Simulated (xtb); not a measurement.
C$_{5}$H$_{15}$OSi$_{2}$ (SMILES C[Si](C)O[Si](C)(C)C), doublet, geometry from GFN2-xTB. Base run: xtb with GFN2-xTB.

Input for xtb:
```
$ xtb mol.xyz --gfn 2 --uhf 1 --json

# file mol.xyz
23

C      2.23591472     1.87430437     0.24724250
Si     1.86051365     0.10193727    -0.35061641
C      2.37046986    -1.20345024     0.94391061
O      0.25111153    -0.01641741    -0.60627064
Si    -1.31223883    -0.15232204    -0.15867484
C     -2.33626438     0.58233246    -1.58117978
C     -1.69231924    -1.99934393     0.09955328
C     -1.59480466     0.81681199     1.45819597
H      1.90405235     2.61598159    -0.47240063
H      3.29840457     2.02013633     0.41278727
H      1.71878788     2.06931712     1.18574679
H      3.43721050    -1.17562147     1.14072650
H      2.11605247    -2.20710082     0.61792915
H      1.85030226    -1.01961845     1.88334339
H     -2.14377675     0.06018739    -2.51300186
H     -2.09978148     1.62995801    -1.73930358
H     -3.39951162     0.51111296    -1.37598552
H     -1.11139739    -2.41349470     0.91836361
H     -2.74126322    -2.16090455     0.32637021
H     -1.45551062    -2.57359087    -0.79097342
H     -2.63409598     0.77917427     1.76930579
H     -0.99602882     0.41451355     2.27064515
H     -1.32616142     1.86274778     1.34035427
```

Variants of this job, named by their change:

```tsv
change	ΔE vs base (mEh)	dipole (D)	G_solv (kcal/mol)	SCF cycles
base	0.000	1.16	-	13
alpb = toluene	-8.743	1.15	-5.50	13
etemp = 10000	-33.741	1.92	-	14
gbsa = methanol	-8.656	1.19	-5.49	13
alpb = cs2	-9.950	1.14	-6.26	13
alpb = hexane	-9.854	1.14	-6.21	13
etemp = 3000	-0.141	1.17	-	13
```

ALPB and GBSA are two models with their own fitted parameters for each solvent, which aren't always the measured dielectric constant.
